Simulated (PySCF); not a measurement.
HfI₃, doublet, geometry from GFN2-xTB (such geometries of metal compounds can be far from the true shape) (the multiplicity is a formal guess) (core potentials on Hf, I).

PySCF was given this input:
```python
from pyscf import gto, scf, dft

mol = gto.Mole()
mol.atom = '''
    Hf   -0.00000000   -0.00000000    0.00000000
    I    -2.14756836   -1.65290516   -0.26259166
    I    -0.03372030    2.46863083   -1.14796536
    I     2.18128866   -0.81572567    1.41055703
'''
mol.basis = 'def2-tzvpd'
mol.ecp = {'Hf': 'def2-tzvpd', 'I': 'def2-tzvpd'}
mol.spin = 1
mol.verbose = 4
mol.build()

mf = dft.UKS(mol)
mf.xc = 'pbe0'
mf = mf.density_fit(auxbasis='def2-universal-jkfit')
mf.kernel()
```

Question: What is the computed <S^2> (DF-PBE0/def2-TZVPD in PySCF)?

Answer: 0.755

Question: What HOMO energy does DF-PBE0/def2-TZVPD give?

Answer: -6.14 eV

Question: What is the computed nuclear repulsion energy (DF-PBE0/def2-TZVPD)?

Answer: 385.3198 Eh

Question: Estimate the Mulliken (on the basis functions themselves) charges in atom order that DF-PBE0/def2-TZVPD returns for this input.

Answer: Hf1 0.59, I2 -0.20, I3 -0.20, I4 -0.20

These values belong to the state on which the SCF converged, which isn't shown to be the lowest.

Question: Roughly what does it cost on one core?

Answer: around 40 core-seconds (rough).
